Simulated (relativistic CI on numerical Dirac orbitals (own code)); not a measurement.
A reference radial Dirac CI calculation of V III gave the lowest total energy -947.03810 Ha in 22 SCF steps, from this input:

```
atom V  Z=23  charge=2  electrons=21
nucleus A=51  rms_radius_fm=3.6002
hamiltonian dirac-coulomb  breit=on  qed=on  c_scale=1
orbitals kli  potential=per-configuration
slater_scale 1
correlation none
mixing on
grid step=0.0125 r_max=49.7
scf mixing=0.4 start=green max_iterations=150 tolerance=2e-08 node_fill=0.05
configurations
  [Ar] 3d3
  [Ar] 3d2 4s
end
```

One setting was then changed (and the iteration limit cut to 79), and the output read:

```
SCF 1: [Ar] 3d3
 iter      energy (Ha)   residual   last orbital (Ha)
    1      -942.939242   1.40e+00     -2.06043
    2      -946.921099   5.02e-01     -1.27858
    3      -947.439336   6.98e-02     -1.01400
    4      -947.459550   4.99e-02     -1.09076
    5      -947.466225   9.80e-03     -1.05911
    6      -947.466283   4.29e-04     -1.04668
    7      -947.466297   1.50e-04     -1.04697
    8      -947.466306   8.88e-06     -1.04715
    9      -947.466306   2.56e-06     -1.04715
   10      -947.466306   2.66e-08     -1.04714
   11      -947.466306   1.07e-09     -1.04714
SCF 2: [Ar] 3d2 4s
 iter      energy (Ha)   residual   last orbital (Ha)
    1      -943.750069   1.31e+00     -1.09882
    2      -946.783655   5.00e-01     -0.93366
    3      -947.284305   6.89e-02     -0.85255
    4      -947.304783   3.49e-02     -0.85236
    5      -947.306794   1.16e-02     -0.84644
    6      -947.306724   2.42e-04     -0.84141
    7      -947.306729   9.41e-05     -0.84121
    8      -947.306730   3.02e-05     -0.84116
    9      -947.306729   1.86e-06     -0.84115
   10      -947.306729   5.35e-08     -0.84115
   11      -947.306729   2.73e-09     -0.84115
orbital energies (Ha): 2s -23.0733  2p1/2 -19.5939  2p3/2 -19.3330  3s -3.4597  3p1/2 -2.5164  3p3/2 -2.4866  3d3/2 -1.0498  3d5/2 -1.0471
configuration averages (Ha): Dirac-Coulomb, Breit, QED
  3d3                           -947.466306    0.307816    0.204763
  3d2 4s                        -947.306729    0.308367    0.204979
levels: no., configuration, term, J, E (cm-1), weight
   1 3d3                    2D   5/2              0.0  1.00
   2 3d3                    2D   3/2            141.1  1.00
   3 3d3                    2F   7/2          19189.4  1.00
   4 3d3                    2F   5/2          19301.2  1.00
   5 3d2 4s                 2S   1/2          29938.0  1.00
   6 3d3                    2D   3/2          31785.7  0.96
   7 3d3                    2D   5/2          32053.2  1.00
   8 3d3                    2P   1/2          33273.9  0.99
   9 3d3                    2P   3/2          33476.1  0.95
  10 3d3                    2H   9/2          33584.5  1.00
  11 3d3                    2H   11/2         33724.1  1.00
  12 3d3                    2G   7/2          38320.1  1.00
  13 3d3                    4P   1/2          38478.0  1.00
  14 3d3                    2G   9/2          38514.1  0.99
lowest total energy -947.112178 Ha
end: converged
```

Problem. Which setting was changed?
A. Slater scale
B. configuration list
C. SCF mixing
D. charge

Solution. A. The Slater scale -1. This setting is bad on purpose; its numbers may not be properties of the ion.
